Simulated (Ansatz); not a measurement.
A geometry optimisation of CHAlClSi with PBE0-D3(BJ)/def2-SVP

The starting geometry of this gas-phase doublet was optimised with GFN2-xTB; its bonds are those of `[Si]=[CH][Al][Cl]`.

```xyz
5

C     0.0826   -2.8923    1.0604
Al    1.4970   -1.7852    0.2491
Cl    1.6627   -1.1329   -1.7097
Si    0.1051   -3.3508    2.7646
H    -0.7204   -3.2078    0.3927
```

**Question.** Predict what it relaxes into with PBE0-D3(BJ)/def2-SVP.

**Answer.** It rearranges to `[Cl][Al]1[CH]=[Si]1`. Contacts that close: Al2–Si4 (3.27 → 2.36 Å).

The energy falls by 0.56 eV over 15 steps:

| step | E − E(last) (eV) |
| --- | --- |
| 1 | 0.556 |
| 3 | 0.397 |
| 4 | 0.386 |
| 6 | 0.334 |
| 7 | 0.295 |
| 9 | 0.190 |
| 10 | 0.077 |
| 12 | 0.003 |
| 13 | 0.001 |
| 15 | 0.000 |

Final geometry (Å):

```xyz
5

C    -0.2242   -3.0408    0.9027
Al    1.2187   -1.9706    0.3026
Cl    2.0810   -0.9782   -1.3232
Si    0.6793   -2.8939    2.4066
H    -1.1279   -3.4856    0.4685
```

The end wasn't checked by frequencies. Open shells are spin-unrestricted. Run with Ansatz 0.2.0, 2.4 min on 1 thread of Arm Neoverse N1 (shared host).
